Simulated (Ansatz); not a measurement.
Consider the atomization: `O=C=[N][AlH][F]` → Al• + C• + F• + H• + N• + O•.

Program: Ansatz. Geometries: PBE0-D4/def2-TZVP. ΔE: electronic, gas phase. CCSD(T)/CBS is frozen-core, at the limit of the def2 triple- and quadruple-zeta sets. DFT in def2-TZVPP. HSE06 is defined as in plane-wave codes. Open shells (•) are unrestricted, without spin–orbit coupling. Spin–orbit coupling would lower the free atoms: a little for Al, C, F, O. Each species was taken in one conformer, which may not be the lowest.

| level | ΔE (eV) | difference from CCSD(T)/CBS |
| --- | --- | --- |
| revPBE-D4 | 28.06 | 0.19 |
| BLYP-D4 | 28.42 | 0.55 |
| ωB97M-V | 27.98 | 0.11 |
| PBE-QIDH | 27.56 | -0.31 |
| revPBE | 27.74 | -0.13 |
| HSE06 | 27.78 | -0.09 |
| SCS-MP2/def2-QZVPP | 28.46 | 0.59 |
| MP2/CBS(def2) | 29.29 | 1.42 |
| MP2/cc-pV(T+d)Z | 28.27 | 0.40 |
| CCSD(T)/CBS(cc) | 27.92 | 0.05 |
| CCSD(T)/CBS | 27.87 | 0 |

**Question.** What do rigid-rotor, harmonic-oscillator terms from PBE0-D4/def2-TZVP frequencies (298.15 K, 1 bar) make of the CCSD(T)/CBS value? (Estimate.)

**Answer.** Computed: ΔZPE = -0.63 eV, ΔH = +27.44 eV, ΔS = 584 J/(mol·K), ΔG = +25.63 eV. Open shells count their whole term as degenerate. Modes under 50 cm⁻¹ make the entropy rough.

Largest T1 diagnostic among the species: 0.018.

The D4 term adds +0.17 eV with B3LYP and +0.09 eV with PBE0; it sums over pairs of atoms, weighted by their polarisabilities, and B3LYP, whose exchange is more repulsive, gets the larger term. Leaving LDA and LC-ωPBE aside and taking each functional with its dispersion term where it has one, the values, not all of them listed here, spread over 2.70 eV, from BHLYP-D4 to PBE-D4. LDA lies +3.77 eV from PBE without D4, its usual overbinding.

B3LYP here is the variant with VWN-RPA as its local correlation; programs differ in this.

CCSD(T)/CBS has its own doubt, a few kJ/mol and more with outer-core shells, so smaller differences from it don't rank the levels.
